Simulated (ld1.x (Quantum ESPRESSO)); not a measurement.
**Logarithmic derivatives: sulfur, TM**

- Element: S
- Generator: ld1.x (Quantum ESPRESSO) 7.5
- Type: norm-conserving Troullier–Martins (Kleinman–Bylander form)
- Functional: PBE
- Relativity: scalar-relativistic
- Frozen core: [Ne]
- Valence charge: 6
- Reference configuration: 3s2 3p3 (charge +1)
- Partial waves: 3s (bound): rc 1.40 bohr; 3p (bound): rc 1.40 bohr
- Local potential: the p channel
- Core correction: none

The phase is arctan(r·u′/u) with u = r·R(r), unwrapped; energies in Ry, scanned from -4 to 5 Ry. A pole is an energy at which the radial function vanishes at the test radius. The pseudo phase is shifted by a multiple of π to meet the all-electron one at the reference energy, and phase errors are pseudo minus all-electron; the curves can meet again beyond the range given. Levels narrower than the energy grid can be missing from the lists of poles.

Task: For each channel, where are the poles, and over which energies does the pseudopotential scatter like the atom?

Result:

| channel | radius (bohr) | reference energy (Ry) | poles, all-electron | poles, pseudo | unbroken range about the reference energy with phases within 0.05 rad | phase error 1 Ry above the reference energy (rad) |
| --- | --- | --- | --- | --- | --- | --- |
| s | 1.54 | -2.03 | 3.16 | 2.85 | the whole range | -0.002 |
| p | 1.54 | -1.23 | 4.25 | 3.90 | the whole range | -0.004 |

Phases in the p channel:

| E (Ry) | all-electron | pseudo |
| --- | --- | --- |
| -4.00 | 1.087 | 1.083 |
| -3.52 | 1.025 | 1.020 |
| -3.04 | 0.939 | 0.935 |
| -2.56 | 0.815 | 0.811 |
| -2.08 | 0.627 | 0.625 |
| -1.60 | 0.338 | 0.337 |
| -1.12 | -0.070 | -0.070 |
| -0.64 | -0.504 | -0.506 |
| -0.16 | -0.840 | -0.844 |
| 0.32 | -1.060 | -1.067 |
| 0.80 | -1.205 | -1.214 |
| 1.28 | -1.304 | -1.314 |
| 1.76 | -1.376 | -1.387 |
| 2.24 | -1.431 | -1.443 |
| 2.72 | -1.474 | -1.488 |
| 3.20 | -1.510 | -1.525 |
| 3.68 | -1.540 | -1.557 |
| 4.16 | -1.566 | -1.586 |
| 4.64 | -1.590 | -1.613 |
